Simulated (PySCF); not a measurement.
A side-by-side comparison of computed properties.

First species: (Me3Si)2PPF2, C6H18F2P2Si2.
Numbering: `[CH3:1][Si:2]([CH3:3])([CH3:4])[P:5]([P:6]([F:7])[F:8])[Si:9]([CH3:10])([CH3:11])[CH3:12]` (hydrogens: H13, H14, H15 on C1; H16, H17, H18 on C3; H19, H20, H21 on C4; H22, H23, H24 on C10; H25, H26, H27 on C11; H28, H29, H30 on C12)

Second species: C3H5ClO.
Numbering: `[CH3:1][O:2]/[CH:3]=[CH:4]/[Cl:5]` (hydrogens: H6, H7, H8 on C1; H9 on C3; H10 on C4)

Levels: wB97X-D/def2-SVPD for dipole moment, HOMO energy, LUMO energy, HOMO–LUMO gap, static isotropic polarisability and electronic spatial extent ⟨r²⟩ about the centre of nuclear charge; TDDFT wB97X-D/def2-SVPD for lowest singlet excitation; TDA wB97X-D/def2-SVPD for lowest triplet excitation (Tamm–Dancoff); PBE0-D3(BJ)/def2-SVP for rotational constant A and rotational constant C. Geometries: PBE0-D3(BJ)/def2-SVP. Each structure is a single optimised conformer of the isolated species, non-relativistic unless stated. Electronic properties by PySCF.

The conformers computed, where there is a choice (atom-mapped SMILES and torsion angles):
- `[CH3:1][Si:2]([CH3:3])([CH3:4])[P:5]([P:6]([F:7])[F:8])[Si:9]([CH3:10])([CH3:11])[CH3:12]`: C1–Si2–P5–P6 -60°, Si2–P5–P6–F7 96°, Si2–P5–Si9–C10 -169°
- `[CH3:1][O:2]/[CH:3]=[CH:4]/[Cl:5]`: C1–O2–C3–C4 0°

(1) Which has the higher S1 energy?

(2) Which of the two has the higher HOMO energy, and by how much?

(3) Which of the two has the higher dipole moment, and by how much?

(4) Which of the two has the higher rotational constant C, and by how much?

(5) Which has the higher HOMO–LUMO gap?

(6) Which has the higher LUMO energy?

(7) Which of the two has the higher static isotropic polarisability, and by how much?

(8) Which of the two has the higher ⟨r²⟩, and by how much?

Answers

(1) The second: 6.06 eV against 4.78 eV, a difference of 1.28 eV.

(2) The first: -8.39 eV against -8.51 eV, a difference of 0.12 eV.

(3) The first: 3.70 D against 2.32 D, a difference of 1.38 D.

(4) The second: 1.548 GHz against 0.346 GHz, a difference of 1.202 GHz.

(5) The second: 10.62 eV against 9.50 eV, a difference of 1.12 eV.

(6) The second: 2.11 eV against 1.11 eV, a difference of 1.00 eV.

(7) The first: 177.4 au against 57.0 au, a difference of 120.4 au.

(8) The first: 3554 bohr² against 716 bohr², a difference of 2838 bohr².

On the first: The dipole matches unit charges of opposite sign 0.77 Å apart (1 e·Å = 4.8032 D). The 10 singlets span 4.78 to 7.12 eV, and their oscillator strengths add up to 0.52.

On the second: The vertical singlet–triplet gap S1 − T1 is 1.89 eV (TDDFT singlet less Tamm–Dancoff triplet; S1: HOMO→LUMO+1, weight 0.45, beside HOMO→LUMO+2, weight 0.40; T1: HOMO→LUMO, weight 0.94). The dipole equals about 7.8 × 10⁻³⁰ C·m (1 D = 3.33564 × 10⁻³⁰ C·m).
